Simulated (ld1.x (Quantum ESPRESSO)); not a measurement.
**u(r) = r·R(r): atom against pseudo-atom (Ga)**

Columns: radius, all-electron u(r) and pseudo u(r) of the 4s shell (level -8.96 eV) of gallium in the configuration [Ar] 3d10 4s2 4p1; PBEsol, scalar-relativistic, TM scheme, ld1.x (Quantum ESPRESSO) 7.5.

| r (bohr) | all-electron | pseudo |
| --- | --- | --- |
| 0.123 | -0.1774 | -0.0217 |
| 0.245 | -0.0354 | -0.0450 |
| 0.368 | 0.2297 | -0.0723 |
| 0.490 | 0.3156 | -0.1052 |
| 0.613 | 0.2457 | -0.1467 |
| 0.735 | 0.0985 | -0.1981 |
| 0.858 | -0.0719 | -0.2614 |
| 0.980 | -0.2325 | -0.3352 |
| 1.103 | -0.3722 | -0.4170 |
| 1.225 | -0.4843 | -0.4989 |
| 1.348 | -0.5710 | -0.5739 |
| 1.470 | -0.6335 | -0.6337 |
| 1.593 | -0.6760 | -0.6760 |
| 1.715 | -0.7010 | -0.7010 |
| 1.838 | -0.7120 | -0.7120 |
| 1.960 | -0.7117 | -0.7117 |
| 2.083 | -0.7023 | -0.7023 |
| 2.205 | -0.6861 | -0.6861 |
| 2.328 | -0.6643 | -0.6643 |
| 2.450 | -0.6388 | -0.6388 |
| 2.573 | -0.6104 | -0.6104 |
| 2.695 | -0.5805 | -0.5805 |
| 2.818 | -0.5493 | -0.5493 |
| 2.940 | -0.5180 | -0.5180 |
| 3.063 | -0.4866 | -0.4866 |
| 3.185 | -0.4559 | -0.4559 |

Q: How many radial nodes do the two functions have?

A: The all-electron 4s function has n − l − 1 = 3 (the table is too coarse to show those close to the nucleus); the pseudo-wave has 0, since the states of the same l below it are removed with the core.

Q: At about which radius was the pseudo-wave matched?

A: 1.65 bohr. The columns agree to 0.0005 from 1.47 bohr on; several derivatives are matched, so the curves merge somewhat inside the radius.

Q: Where does each function peak?

A: Outermost all-electron maximum near 1.84 bohr, pseudo maximum near 1.84 bohr (to the table’s step).

Q: Is the pseudo-wave norm-conserving?

A: Yes: the TM scheme keeps the norm inside the radius equal to the all-electron one, which fixes the energy derivative of the logarithmic derivative at the level.
